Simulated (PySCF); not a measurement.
Geometry:
```tsv
atom	x (Å)	y (Å)	z (Å)
Si1	1.829	0.215	0.282
C2	0.369	-0.402	-0.774
C3	-0.882	-0.588	0.041
C4	-1.785	0.530	0.318
O5	-2.123	-0.475	-0.595
H6	3.000	0.346	-0.584
H7	2.096	-0.751	1.349
H8	1.486	1.510	0.872
H9	0.621	-1.351	-1.250
H10	0.158	0.304	-1.579
H11	-0.832	-1.385	0.782
H12	-2.367	0.547	1.233
H13	-1.574	1.501	-0.114
```

Geometry: GFN2-xTB; GIAO absolute shieldings from PySCF 2.14.0 with density-fitted response routines, gas phase, non-relativistic, averaged over equivalent atoms.

At PBE0/pcSseg-1 (132 basis functions, 16 s wall time on 1 thread of an Intel Xeon Platinum 8259CL, shared host):
```
   atoms  σ (ppm)
     Si1    426.2
      C3    138.7
      C4    141.7
      C2    171.1
      O5    305.8
H6/H7/H8    27.88
     H11    29.06
     H12    29.20
     H13    29.62
      H9    30.06
     H10    31.33
```

What do these become at HF/pcSseg-1?

## Answers


```tsv
atoms	σ at HF/pcSseg-1	change
Si1	457.2	+31.0
C3	152.8	+14.1
C4	154.5	+12.8
C2	179.7	+8.6
O5	345.8	+40.0
H6/H7/H8	28.53	+0.65
H11	29.72	+0.66
H12	29.72	+0.52
H13	30.12	+0.50
H9	30.63	+0.57
H10	31.82	+0.49
```

The largest change is at O5 (ether oxygen). Cost: 132 basis functions, 5.8 s wall time on 1 thread of an Intel Xeon Platinum 8259CL, shared host. The order of the carbon signals is the same at both levels.
